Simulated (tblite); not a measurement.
Species: C5H14OSeSi.
Atom-mapped SMILES: `[CH3:1][O:2][CH2:3][Se:4][SiH2:5][CH:6]([CH3:7])[CH3:8]` (hydrogens: H9, H10, H11 on C1; H12, H13 on C3; H14, H15 on Si5; H16 on C6; H17, H18, H19 on C7; H20, H21, H22 on C8)

Computed with GFN2-xTB (tblite), gas phase: L-BFGS steps from a force-field or distance-geometry start until the largest atomic force falls under 0.01 eV/Å.

Step 157: E = -730.0300 eV
```
atom  x, y, z in Å  |  force x, y, z in eV/Å
C1      3.7944    0.5289   -0.3403   -0.023  -0.048   0.032
O2      2.5298    0.3910    0.2641    0.031   0.078  -0.026
C3      2.4481   -0.6142    1.2203    0.006   0.011  -0.015
Se4     0.6535   -0.4429    1.9566   -0.015  -0.018   0.023
Si5    -0.2770   -0.2049   -0.1233    0.023   0.052  -0.119
C6     -2.1825   -0.2567    0.0537    0.097  -0.011   0.045
C7     -2.8171   -0.7410   -1.2481    0.085   0.042   0.074
C8     -2.7105    1.1233    0.4432    0.017  -0.014   0.016
H9      4.0775   -0.3885   -0.8758   -0.009   0.089   0.048
H10     4.5677    0.7671    0.4030   -0.072  -0.040  -0.057
H11     3.6914    1.3551   -1.0412    0.073  -0.036  -0.024
H12     3.1764   -0.4855    2.0334   -0.032   0.006  -0.025
H13     2.5777   -1.6106    0.7704   -0.043  -0.008   0.057
H14     0.2356   -1.3311   -0.9122   -0.006  -0.031  -0.013
H15     0.1130    1.0599   -0.7531   -0.001  -0.035   0.053
H16    -2.4412   -0.9570    0.8582   -0.080   0.045  -0.078
H17    -2.5814   -1.7896   -1.4161   -0.006   0.049  -0.037
H18    -2.4360   -0.1646   -2.0896   -0.050  -0.019   0.023
H19    -3.9009   -0.6311   -1.2256    0.030  -0.016   0.056
H20    -3.7937    1.0972    0.5667    0.055   0.008   0.032
H21    -2.2599    1.4565    1.3802   -0.063  -0.055  -0.068
H22    -2.4756    1.8581   -0.3259   -0.018  -0.048   0.002
```

Step 158: E = -730.0328 eV
```
atom  x, y, z in Å  |  force x, y, z in eV/Å
C1      3.8037    0.5337   -0.3317   -0.018  -0.036   0.020
O2      2.5368    0.3998    0.2670    0.012   0.088  -0.016
C3      2.4467   -0.6124    1.2142   -0.027  -0.005  -0.007
Se4     0.6516   -0.4399    1.9479   -0.022  -0.016   0.029
Si5    -0.2780   -0.2064   -0.1319    0.016   0.053  -0.092
C6     -2.1813   -0.2576    0.0543    0.073  -0.006   0.041
C7     -2.8246   -0.7457   -1.2408    0.061   0.032   0.074
C8     -2.7077    1.1242    0.4384    0.011  -0.039   0.004
H9      4.0819   -0.3807   -0.8709   -0.004   0.039   0.003
H10     4.5764    0.7547    0.4159   -0.053  -0.001  -0.034
H11     3.7115    1.3658   -1.0281    0.071  -0.044   0.001
H12     3.1719   -0.4978    2.0317   -0.016   0.013  -0.032
H13     2.5660   -1.6063    0.7568   -0.018  -0.014   0.048
H14     0.2303   -1.3299   -0.9254    0.006  -0.048  -0.017
H15     0.1107    1.0586   -0.7584    0.010  -0.011   0.035
H16    -2.4377   -0.9526    0.8633   -0.075   0.030  -0.063
H17    -2.5843   -1.7917   -1.4141   -0.002   0.018  -0.025
H18    -2.4522   -0.1676   -2.0837   -0.058   0.007  -0.008
H19    -3.9095   -0.6433   -1.2074    0.055  -0.008   0.043
H20    -3.7888    1.0977    0.5686    0.008   0.002   0.041
H21    -2.2528    1.4631    1.3691   -0.034  -0.034  -0.018
H22    -2.4810    1.8537   -0.3362    0.003  -0.020  -0.028
```

Step 159: E = -730.0364 eV
```
atom  x, y, z in Å  |  force x, y, z in eV/Å
C1      3.8200    0.5286   -0.3287   -0.023  -0.051   0.007
O2      2.5526    0.4272    0.2785    0.084   0.051  -0.035
C3      2.4434   -0.5941    1.2143   -0.072  -0.002   0.013
Se4     0.6491   -0.4030    1.9457   -0.027  -0.009   0.006
Si5    -0.2799   -0.2027   -0.1389    0.023   0.027  -0.044
C6     -2.1793   -0.2626    0.0560    0.010   0.001   0.013
C7     -2.8254   -0.7444   -1.2389    0.037   0.007   0.036
C8     -2.7127    1.1153    0.4426   -0.009  -0.043  -0.016
H9      4.0693   -0.3902   -0.8752   -0.027   0.035  -0.002
H10     4.6062    0.7166    0.4137   -0.069   0.028  -0.020
H11     3.7515    1.3665   -1.0216    0.056  -0.054   0.032
H12     3.1673   -0.5029    2.0360   -0.010   0.018  -0.048
H13     2.5391   -1.5869    0.7491    0.015   0.001   0.030
H14     0.2260   -1.3332   -0.9245    0.019  -0.046  -0.006
H15     0.0985    1.0556   -0.7810    0.030   0.014   0.021
H16    -2.4363   -0.9601    0.8613   -0.054   0.010  -0.037
H17    -2.5769   -1.7844   -1.4326    0.021  -0.010   0.006
H18    -2.4632   -0.1532   -2.0766   -0.078   0.030  -0.024
H19    -3.9117   -0.6582   -1.1960    0.067   0.018   0.030
H20    -3.7926    1.0840    0.5737   -0.031  -0.013   0.041
H21    -2.2624    1.4546    1.3729    0.012  -0.008   0.034
H22    -2.4932    1.8469   -0.3313    0.024  -0.004  -0.039
```

Question: Estimate the geometry and energy of step 160. (The exact step hangs on the optimiser's Hessian estimate; all steps are aligned on step 159, rigid shifts and turns removed.)

Answer: E = -730.0383 eV, largest force 0.095 eV/Å
```
atom  x, y, z in Å  |  force x, y, z in eV/Å
C1      3.8268    0.5247   -0.3270   -0.005  -0.014  -0.017
O2      2.5610    0.4429    0.2841    0.053  -0.009  -0.011
C3      2.4392   -0.5848    1.2133   -0.076   0.020   0.013
Se4     0.6456   -0.3853    1.9435   -0.021   0.000  -0.010
Si5    -0.2791   -0.2002   -0.1446    0.033  -0.018  -0.010
C6     -2.1757   -0.2634    0.0574   -0.025   0.011  -0.001
C7     -2.8224   -0.7427   -1.2362   -0.014  -0.018  -0.010
C8     -2.7156    1.1113    0.4451   -0.020  -0.014   0.000
H9      4.0609   -0.3945   -0.8770   -0.030  -0.004  -0.015
H10     4.6184    0.6980    0.4118   -0.047   0.034   0.006
H11     3.7725    1.3648   -1.0187    0.041  -0.048   0.039
H12     3.1621   -0.5053    2.0368   -0.002   0.019  -0.044
H13     2.5246   -1.5769    0.7447    0.027   0.018   0.013
H14     0.2247   -1.3387   -0.9228    0.017  -0.023   0.008
H15     0.0955    1.0526   -0.7953    0.044   0.042   0.005
H16    -2.4333   -0.9630    0.8595   -0.038  -0.005  -0.009
H17    -2.5706   -1.7794   -1.4406    0.041  -0.030   0.022
H18    -2.4695   -0.1454   -2.0723   -0.064   0.054  -0.045
H19    -3.9092   -0.6654   -1.1891    0.058   0.027   0.034
H20    -3.7961    1.0742    0.5749   -0.015  -0.013   0.029
H21    -2.2714    1.4500    1.3794    0.020  -0.005   0.002
H22    -2.4991    1.8458   -0.3284    0.024  -0.025   0.000
```

The energy changes by -0.0019 eV. The first-order estimate −F·Δx gives -0.0028 eV and the mean of the old and new forces, exact on a quadratic surface, -0.0019 eV. The step makes an angle of 80° with the force vector and moves no atom by more than 0.022 Å.

What follows is the cost of the whole relaxation. On one thread, Arm Neoverse V1 (aarch64), shared host, this took 2.6 s wall.
